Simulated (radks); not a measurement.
The numbers below are computed, except where a source is named.
The potassium ion K3+, 16 electrons, occupied as [Ne] 3s2 3p4 (the NIST ground configuration). Level of theory: scalar-relativistic Kohn-Sham, LDA (Slater exchange, Perdew-Wang correlation), spin-polarised, spherical densities, finite nucleus; open shells are filled with parallel spins first; Fermi nuclear charge, rms radius 3.4349 fm (a radial shooting solver on a logarithmic mesh with Libxc functionals).

X-ray form factor f0, the Fourier transform of the density (f0(0) = 16):

sin(theta)/lambda (1/angstrom),f0 (electrons)
0.05,15.776
0.1,15.141
0.15,14.202
0.2,13.095
0.25,11.955
0.3,10.882
0.4,9.143
0.5,7.960
0.6,7.146
0.8,5.925
1,4.819
1.25,3.607
1.5,2.711
2,1.748
